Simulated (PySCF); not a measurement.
Correlation energy of Nb(3+) (niobium, charge +3)

[Kr] 4d2, high-spin 3F determinant. All numbers are calculated (PySCF 2.14, scalar relativity through the core potential, in def2-QZVPPD with the def2 core potential (28 electrons) (7s5p4d3f2g, 81 functions)). Frozen: 4s2 4p6; 2 electrons correlated.

With two correlated electrons CCSD is exact within the correlated space (frozen core and kept virtual orbitals).

```
level  correlation energy (mhartree)
 CCSD                          -4.86
```

Diagnostics: T1 = 0.00061, D1 = 0.0009, largest double amplitude 0.012.

Cost of the coupled-cluster step: roughly 4 core-seconds, for 2 correlated electrons.

Iterations:

```
CC2 = 0
CCSD nocc = (np.int64(2), np.int64(0)), nmo = (77, 77)
frozen orbitals [[0, 1, 2, 3], [0, 1, 2, 3]]
max_cycle = 100
direct = 0
conv_tol = 1e-08
conv_tol_normt = 1e-06
diis_space = 8
diis_start_cycle = 0
Init t2, MP2 energy = -0.00379505009423522
Init E_corr(UCCSD) = -0.00379505009426927
cycle = 1  E_corr(UCCSD) = -0.00460781244354482  dE = -0.000812762349  norm(t1,t2) = 0.00757417
cycle = 2  E_corr(UCCSD) = -0.00479730687490422  dE = -0.000189494431  norm(t1,t2) = 0.00195666
cycle = 3  E_corr(UCCSD) = -0.00486120948385736  dE = -6.3902609e-05  norm(t1,t2) = 0.000533613
cycle = 4  E_corr(UCCSD) = -0.00486044384535562  dE = 7.65638502e-07  norm(t1,t2) = 3.19322e-05
cycle = 5  E_corr(UCCSD) = -0.00486047082159613  dE = -2.69762405e-08  norm(t1,t2) = 3.17982e-06
cycle = 6  E_corr(UCCSD) = -0.00486047111965927  dE = -2.98063131e-10  norm(t1,t2) = 3.75486e-07
UCCSD converged
E(UCCSD) = -54.74401466022663  E_corr = -0.004860471119659266
```
